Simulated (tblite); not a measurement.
C₃H₇S (SMILES C[C](C)S), doublet, at a GFN2-xTB geometry; GFN1-xTB (tblite).

tblite was given this input:
```
$ tblite run mol.xyz --method gfn1 --charge 0 --spin 1 --efield 0,0,0.1 --json tblite.json --no-restart

# file mol.xyz
11

C      1.33343130    -1.05181077     0.06783991
C      0.02610474    -0.35944065     0.20859558
C     -1.23720516    -1.13468848     0.08929924
S      0.01194070     1.34082542    -0.16796223
H      1.46068380    -1.49000073    -0.92928836
H      1.40513931    -1.86598336     0.79053741
H      2.15343639    -0.35722298     0.23728319
H     -2.07728088    -0.59270601     0.52510079
H     -1.48977413    -1.34989668    -0.95639772
H     -1.13132823    -2.08851022     0.60459467
H     -1.24591292     1.56675262     0.22115735
```

What the program printed (banner, timings and long lists left out):

```
xTB calculator
 | screened Coulomb repulsion
 | Coulomb electrostatics
 |  * isotropic Klopman-Ohno-Mataga-Nishimoto electrostatics
 |  * onsite third-order electrostatics
 | DFT-D3(BJ) dispersion correction
 | Interactions (1)
 | [1] electric field

halogen bonding energy    0.0000000000000E+00 Eh
repulsion energy          1.5333569463818E-01 Eh
dispersion energy        -3.6150400976929E-03 Eh
interaction energy        0.0000000000000E+00 Eh
number of electrons       2.5000000000000E+01 e
integral cutoff           1.9731147476801E+01 bohr

------------------------------------------------------------
  cycle        total energy    energy error   density error
------------------------------------------------------------
      1     -13.74405111523  -1.3893772E+01   3.3524961E-01
      2     -13.75284777002  -8.7966548E-03   2.0284420E-01
      3     -13.74923578912   3.6119809E-03   3.2820518E-02
      4     -13.75415649073  -4.9207016E-03   3.4197472E-03
      5     -13.75417680086  -2.0310129E-05   7.5238551E-04
      6     -13.75417837182  -1.5709582E-06   1.9430206E-04
      7     -13.75417848679  -1.1496662E-07   5.6228717E-05
      8     -13.75417850361  -1.6827562E-08   1.1569393E-05
------------------------------------------------------------

electronic energy        -1.3903899158153E+01 Eh
total energy             -1.3754178503613E+01 Eh

Post processing:
 | Mayer-Wiberg bond orders

[Info] JSON dump of results written to 'tblite.json'
```
